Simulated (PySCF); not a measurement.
# Vertical excitation energies

Compound: C₃H₄N₂OSi.
InChI=1S/C3H4N2OSi/c4-1-2-5-7-3-6/h2-3H,7H2/b5-2+

Theory: TDDFT B3LYP/def2-SVPD, vertical, gas phase, core orbitals frozen in the response in PySCF. Isolated species at its GFN2-xTB geometry (one conformer only). Torsions of this conformer, `[N:1]#[C:2]/[CH:3]=[N:4]/[SiH2:5][CH:6]=[O:7]`: C3–N4–Si5–C6 -120°, N4–Si5–C6–O7 149°.

**Question.** What does the calculation give for the low-lying excited states?

**Answer.** 

```json
{"state": "S1", "E (eV)": "3.12", "E (hartree)": "0.1145", "f": "0.019", "main configurations (H = HOMO, L = LUMO)": "H→L+1 (54%), H→L (44%)"}
{"state": "S2", "E (eV)": "3.51", "E (hartree)": "0.1289", "f": "0.0008", "main configurations (H = HOMO, L = LUMO)": "H-1→L (97%)"}
{"state": "S3", "E (eV)": "3.70", "E (hartree)": "0.1359", "f": "0.082", "main configurations (H = HOMO, L = LUMO)": "H→L (54%), H→L+1 (43%)"}
{"state": "S4", "E (eV)": "5.04", "E (hartree)": "0.1853", "f": "0.015", "main configurations (H = HOMO, L = LUMO)": "H-1→L+1 (98%)"}
{"state": "S5", "E (eV)": "5.65", "E (hartree)": "0.2076", "f": "0.0012", "main configurations (H = HOMO, L = LUMO)": "H-3→L (96%)"}
{"state": "S6", "E (eV)": "5.79", "E (hartree)": "0.2129", "f": "0.0092", "main configurations (H = HOMO, L = LUMO)": "H→L+2 (94%)"}
{"state": "S7", "E (eV)": "6.09", "E (hartree)": "0.2239", "f": "0.257", "main configurations (H = HOMO, L = LUMO)": "H-2→L (84%)"}
{"state": "S8", "E (eV)": "6.37", "E (hartree)": "0.2340", "f": "0.019", "main configurations (H = HOMO, L = LUMO)": "H→L+3 (93%)"}
```

Triplets, Tamm–Dancoff:

| state | E (eV) | λ (nm) | main configurations (H = HOMO, L = LUMO) |
| --- | --- | --- | --- |
| T1 | 2.48 | 500.6 | H→L+1 (65%), H→L (32%) |
| T2 | 2.95 | 419.7 | H-1→L (95%) |
| T3 | 3.23 | 384.1 | H→L (62%), H→L+1 (31%) |

The lowest singlet comes at 398 nm (301 kJ/mol) in the visible; it is weak; its leading configuration is HOMO→LUMO+1 (54%). The most intense listed level is S7 at 6.09 eV (204 nm, f = 0.257), 2.98 eV above S1. Löwdin shares by element: HOMO oxygen 51%, carbon 20% or more, silicon 11%, hydrogen 9% or more; LUMO nitrogen 43%, carbon 39% or more (atoms not listed hold the other 18%). The listed states span 3.25 eV, and the widest gap between neighbours is 1.34 eV (S3 to S4). Orbital energies (eV): HOMO-3 -10.22, HOMO-2 -9.64, HOMO-1 -8.17, HOMO -7.19, LUMO -3.15, LUMO+1 -2.18, LUMO+2 -0.55. Weighted by f, the mean energy of these states is 5.43 eV. S1 lies in the visible range (380 to 750 nm), at 398 nm, f = 0.019; light of that wavelength is violet, and its complementary colour is yellow-green; a Tamm–Dancoff triplet lies at 501 nm, without intensity as long as spin–orbit coupling is left out. Only the lowest 8 singlets were computed, as vertical energies without vibronic structure.
